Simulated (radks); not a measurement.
Results of a calculation; reference values are marked as such.
The nitrogen anion N3-, [Ne], held by a Watson sphere: a shell of charge +3 at radius R that stands for the Madelung well of a crystal (potential energy -3/R inside, -3/r outside, in hartree with lengths in bohr). Code: a radial shooting solver on a logarithmic mesh with Libxc functionals. Model: non-relativistic Kohn-Sham, LB94 model potential, spin-polarised, spherical densities, point nucleus. Response by self-consistent Sternheimer equations with the Hartree and adiabatic LDA kernel. The sphere does not respond.

| R (bohr) | e(1s) (eV) | e(2s) (eV) | e(2p) (eV) | <r> 2p (bohr) | sum of <r^2> (bohr^2) | X-ray form factor at sin(theta)/lambda = 0.1 1/angstrom | alpha (bohr^3) |
|---|---|---|---|---|---|---|---|
| 1.67 | -399.26 | -24.862 | -13.779 | 1.597 | 24.49 | 8.431 | 13.16 |
| 2.06 | -399.49 | -22.261 | -11.799 | 1.751 | 29.24 | 8.187 | 20.46 |
| 3.49 | -398.03 | -16.736 | -6.960 | 2.245 | 48.13 | 7.472 | 88.96 |
| 3.78 | -397.67 | -16.121 | -6.334 | 2.337 | 52.51 | 7.359 | 116.5 |

Estimate the row for R = 2.04 bohr.

Answer. e(1s) (eV) -399.49; e(2s) (eV) -22.381; e(2p) (eV) -11.892; <r> 2p (bohr) 1.743; sum of <r^2> (bohr^2) 29.00; X-ray form factor at sin(theta)/lambda = 0.1 1/angstrom 8.199; alpha (bohr^3) 20.02.
